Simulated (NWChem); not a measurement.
NbSF3; SMILES [F][Nb]([F])([F])=[S]

Results from NWChem. def2 effective core potentials on Nb; no spin-orbit coupling. B3LYP is NWChem's, with the RPA form of VWN correlation. Each level has its own optimisation; frequencies are unscaled.

```
level                                                 r Nb–S (Å)  r F–Nb (Å)  highest harmonic frequency (cm⁻¹)  lowest (cm⁻¹)  zero-point energy (kcal/mol)
----------------------------------------------------  ----------  ----------  ---------------------------------  -------------  ----------------------------
Hartree-Fock/STO-3G (all-electron, non-relativistic)       2.062       1.789                                903            202                           6.6
B3LYP/3-21G (all-electron, non-relativistic)               2.199       1.851                                769            142                           5.2
PBE0/def2-SVP (core potentials)                            2.128       1.849                                740            166                           5.3
```
